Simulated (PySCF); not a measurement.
**Broadened absorption spectrum of C4H12N2OSi**

C4H12N2OSi.
Bonds: C1–C2, C2–O3 (double), C2–N4, N4–Si5, Si5–N6, N6–C7, N6–C8. Hydrogens: H9, H10, H11 on C1; H12 on N4; H13, H14 on Si5; H15, H16, H17 on C7; H18, H19, H20 on C8.

Computed, not measured: PySCF 2.14.0, density-fitted response routines, TDDFT CAM-B3LYP/def2-SVPD, vertical, gas phase, core orbitals frozen in the response. Isolated species at its PBE0-D3(BJ)/def2-SVP geometry (one conformer only). Torsions of this conformer, `[CH3:1][C:2](=[O:3])[NH:4][SiH2:5][N:6]([CH3:7])[CH3:8]`: C1–C2–N4–Si5 180°, C2–N4–Si5–N6 180°, N4–Si5–N6–C7 86°.

Computed states:

```
state  E (eV)       f
   S1    5.63  0.0006
   S2    5.88   0.011
   S3    6.67   0.055
   S4    6.84  0.0002
   S5    6.99   0.061
   S6    7.07  0.0017
   S7    7.16   0.054
   S8    7.25   0.092
   S9    7.30  0.0001
```

Each state is given a Gaussian of 0.3 eV full width at half maximum, with ε(max) = 2.175×10⁸ f / Δν̃ (Δν̃ the width in cm⁻¹). The width is an assumption, not a result. The curve ends short of the highest state used, and states not computed would add to its high-energy end.

(1) Give the broadened spectrum and its maxima.

(2) Coming from long wavelengths, where does ε first pass 100 L mol⁻¹ cm⁻¹?

(3) On this curve, what absorbance would a 10⁻⁴ mol/L sample give at 193 nm over a 1 cm path?

## Answers

(1) 
```json
{"λ (nm)": "185.1", "ε (L mol⁻¹ cm⁻¹)": "5274"}
{"λ (nm)": "186.9", "ε (L mol⁻¹ cm⁻¹)": "4921"}
{"λ (nm)": "188.8", "ε (L mol⁻¹ cm⁻¹)": "3658"}
{"λ (nm)": "190.7", "ε (L mol⁻¹ cm⁻¹)": "2122"}
{"λ (nm)": "192.5", "ε (L mol⁻¹ cm⁻¹)": "1013"}
{"λ (nm)": "194.4", "ε (L mol⁻¹ cm⁻¹)": "372"}
{"λ (nm)": "196.3", "ε (L mol⁻¹ cm⁻¹)": "112"}
{"λ (nm)": "198.2", "ε (L mol⁻¹ cm⁻¹)": "38"}
{"λ (nm)": "200.0", "ε (L mol⁻¹ cm⁻¹)": "46"}
{"λ (nm)": "201.9", "ε (L mol⁻¹ cm⁻¹)": "116"}
{"λ (nm)": "203.8", "ε (L mol⁻¹ cm⁻¹)": "263"}
{"λ (nm)": "205.6", "ε (L mol⁻¹ cm⁻¹)": "472"}
{"λ (nm)": "207.5", "ε (L mol⁻¹ cm⁻¹)": "721"}
{"λ (nm)": "209.4", "ε (L mol⁻¹ cm⁻¹)": "911"}
{"λ (nm)": "211.3", "ε (L mol⁻¹ cm⁻¹)": "964"}
{"λ (nm)": "213.1", "ε (L mol⁻¹ cm⁻¹)": "874"}
{"λ (nm)": "215.0", "ε (L mol⁻¹ cm⁻¹)": "682"}
{"λ (nm)": "216.9", "ε (L mol⁻¹ cm⁻¹)": "468"}
{"λ (nm)": "218.7", "ε (L mol⁻¹ cm⁻¹)": "300"}
{"λ (nm)": "220.6", "ε (L mol⁻¹ cm⁻¹)": "178"}
{"λ (nm)": "222.5", "ε (L mol⁻¹ cm⁻¹)": "103"}
{"λ (nm)": "224.4", "ε (L mol⁻¹ cm⁻¹)": "60"}
{"λ (nm)": "226.2", "ε (L mol⁻¹ cm⁻¹)": "35"}
{"λ (nm)": "228.1", "ε (L mol⁻¹ cm⁻¹)": "19"}
{"λ (nm)": "230.0", "ε (L mol⁻¹ cm⁻¹)": "10"}
{"λ (nm)": "231.8", "ε (L mol⁻¹ cm⁻¹)": "5"}
{"λ (nm)": "233.7", "ε (L mol⁻¹ cm⁻¹)": "2"}
{"λ (nm)": "235.6", "ε (L mol⁻¹ cm⁻¹)": "1"}
{"λ (nm)": "237.4", "ε (L mol⁻¹ cm⁻¹)": "0"}
{"λ (nm)": "239.3", "ε (L mol⁻¹ cm⁻¹)": "0"}
```

Maxima: 211 nm (5.88 eV), ε about 970, made up of S2 (99%); 185 nm (6.69 eV), ε about 5300, made up of S3 (93%) (ε in L mol⁻¹ cm⁻¹; maxima over ε = 5, shares over 10%).

(2) At about 223 nm (5.57 eV), 0.06 eV below S1.

(3) 193 nm is 6.424 eV, where ε is about 800 L mol⁻¹ cm⁻¹, so A = ε c l ≈ 0.08 (Beer–Lambert, with the gas-phase spectrum and the assumed width).

All these states lie below the vertical ionisation energy of 8.52 eV (ΔSCF).

Hardware: an Arm Neoverse N1 with one thread, no GPU, shared host. Cost: 9.6 min (grids of density and orbitals included), 1.2 GiB resident at most.
